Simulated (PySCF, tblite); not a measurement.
Isomers of C4H9O2PSi, one GFN2-xTB conformer each. Single-point energies are computed at PBE0/pcSseg-1 (PySCF, gas phase, no added dispersion term), electronic only.

```tsv
SMILES	GFN2-xTB relative energy (kcal/mol)
C[C@@H]([SiH2]P)C(=O)C=O	42.7
C=CP([SiH3])C(=O)OC	28.0
CO[C@@H]1C(=O)C[Si@H]1P	46.0
COC(=O)/P=C(\C)[SiH3]	36.7
CC(=O)/C=C\O[SiH2]P	4.1
CC(=O)/C=C/O[SiH2]P	0.0
```

Conformers: `[CH3:1][C@@H:2]([SiH2:3][PH2:4])[C:5](=[O:6])[CH:7]=[O:8]` with C1–C2–Si3–P4 -68°, C2–Si3–P4–H -178° and -85°, C1–C2–C5–O6 -24°, C2–C5–C7–O8 23°; `[CH2:1]=[CH:2][P:3]([SiH3:4])[C:5](=[O:6])[O:7][CH3:8]` with C1–C2–P3–Si4 77°, C2–P3–C5–O6 12°, P3–C5–O7–C8 -178°; `[CH3:1][O:2][C@@H:3]1[C:4](=[O:5])[CH2:6][Si@H:7]1[PH2:8]` with C1–O2–C3–C4 -74°, C6–Si7–P8–H 171° and -96°, O2–C3–C4–O5 27°, C3–C4–C6–Si7 23°, C4–C6–Si7–P8 -128°, O2–C3–Si7–C6 138°; `[CH3:1][O:2][C:3](=[O:4])/[P:5]=[C:6](\[CH3:7])[SiH3:8]` with C1–O2–C3–O4 0°, O2–C3–P5–C6 -129°; `[CH3:1][C:2](=[O:3])/[CH:4]=[CH:5]\[O:6][SiH2:7][PH2:8]` with C1–C2–C4–C5 176°, C4–C5–O6–Si7 -169°, C5–O6–Si7–P8 -15°, O6–Si7–P8–H -178° and -84°; `[CH3:1][C:2](=[O:3])/[CH:4]=[CH:5]/[O:6][SiH2:7][PH2:8]` with C1–C2–C4–C5 179°, C4–C5–O6–Si7 -1°, C5–O6–Si7–P8 176°, O6–Si7–P8–H 84° and 177°.

**Question.** What does PBE0/pcSseg-1 give for the same structures?

**Answer.** 
| SMILES | PBE0/pcSseg-1 E (Eh) | PBE0/pcSseg-1 (kcal/mol) | GFN2-xTB (kcal/mol) | point group |
| --- | --- | --- | --- | --- |
| CC(=O)/C=C/O[SiH2]P | -938.48363 | 0.0 | 0.0 | – |
| CC(=O)/C=C\O[SiH2]P | -938.47642 | 4.5 | 4.1 | C1 |
| C[C@@H]([SiH2]P)C(=O)C=O | -938.45548 | 17.7 | 42.7 | C1 |
| C=CP([SiH3])C(=O)OC | -938.45146 | 20.2 | 28.0 | C1 |
| COC(=O)/P=C(\C)[SiH3] | -938.44393 | 24.9 | 36.7 | C1 |
| CO[C@@H]1C(=O)C[Si@H]1P | -938.43852 | 28.3 | 46.0 | C1 |

Both levels put the same isomer lowest; measured from each level's own lowest isomer, the values differ by up to 25.0 kcal/mol (C[C@@H]([SiH2]P)C(=O)C=O: 42.7 against 17.7). As drawn, the lowest has an Si–O bond and a C=C bond outside aromatic rings, which the highest lacks; the highest has a four-membered ring and an Si–C bond, which the lowest lacks. CC(=O)/C=C/O[SiH2]P and CC(=O)/C=C\O[SiH2]P are stereoisomers, 4.5 kcal/mol apart in the conformers taken.

**Question.** Which frontier levels, dipoles and rotational constants go with these structures?

**Answer.** 
| SMILES | HOMO (eV, PBE0/pcSseg-1) | LUMO (eV) | dipole (D) | A, B, C (MHz) |
| --- | --- | --- | --- | --- |
| CC(=O)/C=C/O[SiH2]P | -7.18 | -1.24 | 4.20 | 5426, 462.6, 431.0 |
| CC(=O)/C=C\O[SiH2]P | -6.75 | -1.07 | 2.96 | 4240, 559.2, 501.3 |
| C[C@@H]([SiH2]P)C(=O)C=O | -7.33 | -2.67 | 1.09 | 2172, 880.8, 721.7 |
| C=CP([SiH3])C(=O)OC | -6.87 | -0.52 | 1.64 | 2182, 1005, 774.7 |
| COC(=O)/P=C(\C)[SiH3] | -7.23 | -2.04 | 1.77 | 3572, 679.6, 621.1 |
| CO[C@@H]1C(=O)C[Si@H]1P | -6.73 | -0.94 | 2.64 | 2340, 878.5, 692.4 |

**Question.** What happens when harmonic zero-point energies from GFN2-xTB frequencies are added?

**Answer.** 
```tsv
SMILES	ZPE (kcal/mol)	electronic (kcal/mol)	with ZPE (kcal/mol)
CC(=O)/C=C/O[SiH2]P	73.1	0.0	0.0
CC(=O)/C=C\O[SiH2]P	73.0	4.5	4.5
C[C@@H]([SiH2]P)C(=O)C=O	72.7	17.7	17.2
C=CP([SiH3])C(=O)OC	73.0	20.2	20.2
COC(=O)/P=C(\C)[SiH3]	73.8	24.9	25.6
CO[C@@H]1C(=O)C[Si@H]1P	74.6	28.3	29.8
```

The zero-point energies span 1.9 kcal/mol. The order is unchanged.

**Question.** As an exercise, what shares would exp(−E/RT) give at 2000 K from these electronic energies alone (no entropy, no degeneracies)?

**Answer.** RT = 3.974 kcal/mol: CC(=O)/C=C/O[SiH2]P 74.6 %, CC(=O)/C=C\O[SiH2]P 23.9 %, C[C@@H]([SiH2]P)C(=O)C=O 0.9 %, C=CP([SiH3])C(=O)OC 0.5 %, COC(=O)/P=C(\C)[SiH3] 0.1 %, CO[C@@H]1C(=O)C[Si@H]1P 0.1 %.
